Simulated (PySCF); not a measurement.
Mayer bond orders and bond lengths

Compound: C₂H₉NSi.
SMILES with atom numbers: `[CH3:1][N:2]([CH3:3])[SiH3:4]` (hydrogens: H5, H6, H7 on C1; H8, H9, H10 on C3; H11, H12, H13 on Si4)

Structure used (PBE0-D3(BJ)/def2-SVP), in Å, numbered top down from 1:
```xyz
13
C2H9NSi angstrom
C     -0.2762    1.4436    0.1915
N     -0.0436    0.0248    0.2735
C     -1.2429   -0.7733    0.2747
Si     1.4861   -0.6637   -0.1702
H     -0.7579    1.7537   -0.7592
H     -0.9349    1.7797    1.0141
H      0.6701    1.9988    0.2811
H     -1.8266   -0.6852   -0.6650
H     -1.0015   -1.8380    0.4172
H     -1.9117   -0.4737    1.1032
H      1.5895   -2.0124    0.4657
H      1.7105   -0.8526   -1.6465
H      2.5611    0.2470    0.3282
```

Bond orders from the PBE0/pcSseg-1 density (PySCF). Isolated species at its PBE0-D3(BJ)/def2-SVP geometry, gas phase.

Q: How far do the computed orders between heavy atoms stray from the drawn ones?

A: The largest departure is 0.040, at C1–N2 (drawn single, 0.960) and N2–C3 (drawn single, 0.960).

Q: Give the Mayer order of every bond, beside its length.

A: 
```json
{"bond": "C1–N2", "drawn as": "single", "length (Å)": "1.440", "Mayer order": "0.960"}
{"bond": "N2–C3", "drawn as": "single", "length (Å)": "1.441", "Mayer order": "0.960"}
{"bond": "N2–Si4", "drawn as": "single", "length (Å)": "1.735", "Mayer order": "0.977"}
{"bond": "C1–H5", "drawn as": "single", "length (Å)": "1.110", "Mayer order": "0.957"}
{"bond": "C1–H6", "drawn as": "single", "length (Å)": "1.106", "Mayer order": "0.961"}
{"bond": "C1–H7", "drawn as": "single", "length (Å)": "1.101", "Mayer order": "0.966"}
{"bond": "C3–H8", "drawn as": "single", "length (Å)": "1.110", "Mayer order": "0.957"}
{"bond": "C3–H9", "drawn as": "single", "length (Å)": "1.101", "Mayer order": "0.965"}
{"bond": "C3–H10", "drawn as": "single", "length (Å)": "1.106", "Mayer order": "0.961"}
{"bond": "Si4–H11", "drawn as": "single", "length (Å)": "1.495", "Mayer order": "0.934"}
{"bond": "Si4–H12", "drawn as": "single", "length (Å)": "1.505", "Mayer order": "0.884"}
{"bond": "Si4–H13", "drawn as": "single", "length (Å)": "1.494", "Mayer order": "0.935"}
```

Q: Sum the orders of all bonds at each heavy atom with more than one neighbour and set the sums beside the valence in the SMILES.

A: C1 3.844 (drawn 4), N2 2.897 (drawn 3), C3 3.843 (drawn 4), Si4 3.730 (drawn 4). Orders between atoms that aren't bonded are not in these sums.

For a closed shell the Mayer order of atoms A and B is Σ (PS)μν (PS)νμ over the basis functions μ on A and ν on B, with P the density and S the overlap matrix.
